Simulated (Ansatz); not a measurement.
Isomers of Cu$_{2}$Cl$_{2}$⁻ (doublet), relaxed with r2SCAN-D4/def2-SVPD; total energies from Ansatz at PBE0-D4/def2-TZVPD.

```
isomer                                          description  energy (Eh)
     A  point group C2h; 2 × Cl–Cu 2.16 Å; 1 × Cu–Cu 2.31 Å  -4200.88773
     B             point group Cs; 3 × Cl–Cu 2.15 to 2.28 Å  -4200.89349
```

The isomers come from a short search, and lower ones may exist.

Work out the relative energies (1 Eh = 2625.5 kJ/mol) and the Boltzmann populations at 298 K from electronic energies alone (R = 8.314 J/mol/K).

ΔE: A 15.1, B 0.0 kJ/mol. RT = 2.48 kJ/mol. Factors exp(−ΔE/RT): A 0.00227, B 1; sum 1.002. Populations: A 0.2 %, B 99.8 %. Zero-point energy, vibrational entropy and symmetry numbers are left out and can shift these; an error of 4 kJ/mol changes a ratio by a factor of 5.0. Over the other density-functional and correlated levels in def2 sets, the gap between B and A ranges from 6 to 20 kJ/mol.
